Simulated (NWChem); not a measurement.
System: AlNH3Cl; SMILES [NH2][AlH][Cl]

Here is an NWChem input.

```
start job
memory heap 200 mb stack 900 mb global 1100 mb
geometry units angstroms noautosym nocenter noautoz
  Al    -0.560465     0.497719     0.000000
  H     -2.125330     0.668082     0.000000
  Cl     0.309970    -1.423026     0.000000
  N      0.525056     1.885983     0.000000
  H      1.537987     1.837327     0.000000
  H      0.220697     2.853339     0.000000
end
basis spherical
  * library def2-svpd
end
dft
  xc pbe0
  iterations 150
end
property
  response 1 0.0
end
task dft property
```

The geometry was optimised at PBE0/def2-SVP.

Static field.

**Question.** Predict the main results of this run. (PBE0/def2-SVPD.) Quantities: isotropic polarisability (bohr³); anisotropy (bohr³).

**Answer.** 
| Quantity | Value |
|---|---|
| isotropic polarisability (bohr³) | 49.2 |
| anisotropy (bohr³) | 12.4 |
